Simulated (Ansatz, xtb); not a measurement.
**Relaxing a trial structure of F3H2PSi**

The starting geometry of this gas-phase singlet has its atoms placed at random.

```xyz
7

F    -0.5503   -0.6892    0.8833
F     0.5429    0.2164    2.0546
F     0.4333   -0.4171    0.9531
P     1.9474    0.5369    0.4980
Si   -0.3138   -0.5009   -0.7985
H    -0.2043    0.8127    0.1802
H     0.4222    0.9578   -0.9253
```

Problem. One run relaxed it with r2SCAN-D4/def2-SVP. What is a likely outcome?

Solution. It loosens into FHSi + F2HP, which stay close as a complex. Contacts that open: F1–F3 (1.02 → 2.67 Å), F2–F3 (1.28 → 2.47 Å), F3–Si5 (1.91 → 2.30 Å), Si5–H7 (1.64 → 3.14 Å). Contacts that close: F2–P4 (2.12 → 1.60 Å), P4–H7 (2.13 → 1.44 Å).

The energy falls by 37.94 eV over 32 steps:

```json
{"step": "1", "E − E(last) (eV)": "37.940"}
{"step": "4", "E − E(last) (eV)": "8.713"}
{"step": "8", "E − E(last) (eV)": "1.118"}
{"step": "11", "E − E(last) (eV)": "0.139"}
{"step": "15", "E − E(last) (eV)": "0.069"}
{"step": "18", "E − E(last) (eV)": "0.062"}
{"step": "22", "E − E(last) (eV)": "0.056"}
{"step": "25", "E − E(last) (eV)": "0.044"}
{"step": "29", "E − E(last) (eV)": "0.001"}
{"step": "32", "E − E(last) (eV)": "0.000"}
```

Final geometry (Å):

```yaml
atoms:
  - { symbol: F, position_ang: [-1.2283, -0.0459, 0.8829] }
  - { symbol: F, position_ang: [1.4580, 0.2585, 2.3414] }
  - { symbol: F, position_ang: [1.2370, -0.6474, 0.0526] }
  - { symbol: P, position_ang: [1.8318, 0.6937, 0.8437] }
  - { symbol: Si, position_ang: [-0.9802, -0.9943, -0.4527] }
  - { symbol: H, position_ang: [-0.6927, 0.1758, -1.4296] }
  - { symbol: H, position_ang: [0.6518, 1.4762, 0.6071] }
```

From the same start GFN2-xTB reaches the same bonding as this run.

From so rough a start the end depends on the optimiser's path, so another program may land elsewhere. No frequencies were run, so the end isn't proven a minimum. Run with Ansatz 0.2.0, 60 s on 1 thread of Intel(R) Xeon(R) 6975P-C (Granite Rapids), on a shared host.
